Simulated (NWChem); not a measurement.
# BiF2 cation; SMILES [F][Bi+][F]

```xyz
3

Bi     0.0000     0.0000     0.1949
F     -1.4676     0.0000    -1.1257
F      1.4676     0.0000    -1.1257
```
Atoms are numbered in this order, from 1.

Program: NWChem. Geometry: optimised at PBE0/def2-SVP. def2 effective core potentials on Bi; no spin-orbit coupling. B3LYP is NWChem's, with the RPA form of VWN correlation. Static field.

For level B3LYP/def2-SVPD:

```yaml
isotropic polarisability (bohr³): 29.7
anisotropy (bohr³): 11.9
```

Problem. What are these values for level Hartree-Fock/def2-SVPD?

Solution. 
- isotropic polarisability (bohr³): 27.1
- anisotropy (bohr³): 8.4
